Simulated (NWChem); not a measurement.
A series in which one site is exchanged, each optimised at PBE0/def2-SVP with NWChem, gas phase unless a solvent is named. This build's default masses of Se (78.918 u) and Br (79.917 u) are each other's, which moves their modes by up to 0.6 %. For some, no frequency run checked for a minimum. def2 effective core potentials on Sn; no spin-orbit coupling.

A: [F][Ti]([F])([F])[F] (TiF₄; site = Ti)
B: [F][Ge]([F])([F])[F] (GeF4; site = Ge)
C: [F][Sn]([F])([F])[F] (SnF4; site = Sn)
D: F[Se](F)(F)F (SeF$_{4}$; site = Se)

Values for A:

- dipole (D), PBE0/def2-SVP: 0.00
- orbital gap (eV), PBE0/def2-SVP: 9.36
- vertical ionisation energy, ΔSCF, CAM-B3LYP/def2-SVP (eV): 15.23
- static polarisability, CAM-B3LYP/def2-SVPD (bohr³): 32.2
- lowest singlet excitation, CAM-B3LYP/def2-SVPD, TDA (eV): 7.52

**Question.** How do these values change for the other members?

**Answer.** 
```csv
change from A,B,C,D
"dipole (D), PBE0/def2-SVP",0.00,0.00,+1.96
"orbital gap (eV), PBE0/def2-SVP",+1.37,-1.06,-1.93
"vertical ionisation energy, ΔSCF, CAM-B3LYP/def2-SVP (eV)",+0.31,-0.25,-2.34
"static polarisability, CAM-B3LYP/def2-SVPD (bohr³)",-5.3,+1.4,+1.0
"lowest singlet excitation, CAM-B3LYP/def2-SVPD, TDA (eV)",+1.45,-0.69,-1.11
```
